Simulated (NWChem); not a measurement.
Molecule: SiH$_{2}$O$_{2}$BrF; SMILES O[Si](O)(F)Br

```xyz
7

O      1.3404     1.3099     0.8178
Si     0.0164     0.8084     0.0102
O      0.0333     1.4684    -1.4884
F     -1.3360     1.2644     0.7609
Br    -0.0036    -1.3845    -0.0050
H      1.6649     2.1909     0.6040
H     -0.7341     1.3440    -2.0549
```
Atoms are numbered in this order, from 1.

The geometry was optimised at PBE0/def2-SVP.

### Question
List the 4 lowest vertical singlet excitations from PBE0/def2-SVPD, TDA (NWChem).

### Answer
```
state  energy (eV)  oscillator strength  leading excitation (squared amplitude)
-----  -----------  -------------------  --------------------------------------
S1            7.20                0.025                      HOMO → LUMO (0.95)
S2            7.27                0.039                    HOMO−1 → LUMO (0.94)
S3            8.23                0.003                    HOMO → LUMO+1 (0.73)
S4            8.36                0.002                  HOMO−1 → LUMO+1 (0.44)
```
